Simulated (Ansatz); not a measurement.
A structure relaxed at PBE-D4/def2-SVP in Ansatz, charge 0, doublet:

```xyz
5

Cs   -1.044   -3.616   -2.648
Cs   -0.019    0.785    3.162
Cs    0.575    1.105   -1.906
I    -0.597   -1.619    0.461
I     1.085    3.345    0.930
```

(1) Give its formula and point group.

(2) Summarise the bond lengths by kind (pairs closer than 1.2 times the sum of covalent radii, bridged metal pairs left out).

Results:

(1) the cluster Cs3I2. Point group Cs (tolerance 0.1 Å).

(2) 5 × Cs–I 3.57 to 3.79 Å.

In the def2 sets Cs, I take a core potential; there is no spin–orbit coupling. The relaxation made no stability test and no search for a lower SCF solution. Another isomer (doublet) lies 0.06 eV lower at PBE0-D4/def2-TZVP; other spin states weren't run for this one.
